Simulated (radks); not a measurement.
The technetium ion Tc3+, configuration [Ar] 3d10 4s2 4p5 4d5 (not the ground configuration).

Method: Dirac Kohn-Sham, exchange-only PBE, spin-unpolarised, spherical densities, finite nucleus; open shells fill j = l - 1/2 first; Fermi nuclear charge, rms radius 4.4112 fm; computed with a radial shooting solver on a logarithmic mesh with Libxc functionals.

Energy parts (Ry):
| part | energy |
|---|---|
| total | -8561.61477 |
| kinetic | 8897.47503 |
| electron-nucleus | -20601.52974 |
| Hartree | 3393.15104 |
| exchange | -250.71110 |

Orbitals (lengths in bohr, moments of r in powers of bohr; r(max) is where P^2 peaks):
| orbital | occ. | eigenvalue (Ry) | r(max) | <r^4> | small-component weight |
|---|---|---|---|---|---|
| 1s1/2 | 2 | -1535.558 | 0.02228 | 6.519e-06 | 2.46e-02 |
| 2s1/2 | 2 | -221.0737 | 0.1263 | 0.001195 | 5.07e-03 |
| 2p1/2 | 2 | -204.0627 | 0.09813 | 0.0007906 | 5.08e-03 |
| 2p3/2 | 4 | -195.3676 | 0.1020 | 0.0008902 | 4.91e-03 |
| 3s1/2 | 2 | -40.44811 | 0.3725 | 0.06033 | 1.37e-03 |
| 3p1/2 | 2 | -33.90927 | 0.3594 | 0.06183 | 1.31e-03 |
| 3p3/2 | 4 | -32.45483 | 0.3688 | 0.06818 | 1.27e-03 |
| 3d3/2 | 4 | -20.88268 | 0.3097 | 0.06870 | 1.15e-03 |
| 3d5/2 | 6 | -20.60297 | 0.3125 | 0.07090 | 1.14e-03 |
| 4s1/2 | 2 | -7.64136 | 0.9456 | 2.308 | 3.27e-04 |
| 4p1/2 | 2 | -5.70587 | 0.9998 | 3.343 | 2.81e-04 |
| 4p3/2 | 3 | -5.48041 | 1.024 | 3.685 | 2.69e-04 |
| 4d3/2 | 4 | -2.59061 | 1.218 | 12.52 | 1.65e-04 |
| 4d5/2 | 1 | -2.56442 | 1.228 | 12.93 | 1.63e-04 |
| 5s1/2 | 0 | -2.03051 | 2.389 | 85.35 | 6.45e-05 |
| 5p1/2 | 0 | -1.59035 | 2.736 | 147.1 | 5.08e-05 |
| 5p3/2 | 0 | -1.55852 | 2.794 | 157.6 | 4.94e-05 |

The highest occupied level is 4d5/2 at -34.891 eV. Summed over all electrons, <r^2> = 27.07 bohr^2, which gives a Langevin (diamagnetic) susceptibility term of -21.4 x 10^-6 cm^3/mol.
